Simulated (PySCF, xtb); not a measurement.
Mg(OH)(NH2) (H₃MgNO), SMILES [NH2][Mg][OH].

xtb 6.7.1 with GFN2-xTB at its own geometry gives an orbital gap of 2.18 eV and a dipole moment of 0.68 D.

Coordinates come from a TPSSh-D3(BJ)/def2-TZVP optimisation. One conformer was computed; it need not be the lowest.

Question: What does ωB97X/def2-TZVPD in PySCF give? (Estimate from the structure and the level; the computed values follow.)

Answer: gap 9.48 eV (levels -8.84 and 0.65 eV), dipole 0.83 D.
